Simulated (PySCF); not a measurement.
In(F)(vinyl)2 (C₄H₆FIn), SMILES C=[CH][In]([F])[CH]=C. Geometry: PBE0-D3(BJ)/def2-SVP. The def2 effective core potentials stand for the cores of In; spin–orbit coupling is left out. The values are those of a single conformer.

Q: Give the equilibrium geometry at PBE0-D3(BJ)/def2-SVP (PySCF confirms it by a frequency run) as a Z-matrix, and its point group. (Estimate from the structure and the level; the computed values follow.)

A: One answer among several that fit: point group Cs.
```
In
F 1 1.9823
C 1 2.1243 2 105.20
C 3 1.3386 1 117.39 2 0.00
H 3 1.0960 4 119.73 1 180.00
H 4 1.0961 3 121.50 5 180.00
H 4 1.0979 6 116.50 3 180.00
C 1 2.1255 2 112.52 6 180.00
C 8 1.3380 1 123.39 2 180.00
H 9 1.0962 8 122.87 1 0.00
H 8 1.0968 9 118.79 10 180.00
H 9 1.0977 10 115.32 8 180.00
```
Charge 0, spin multiplicity 1.
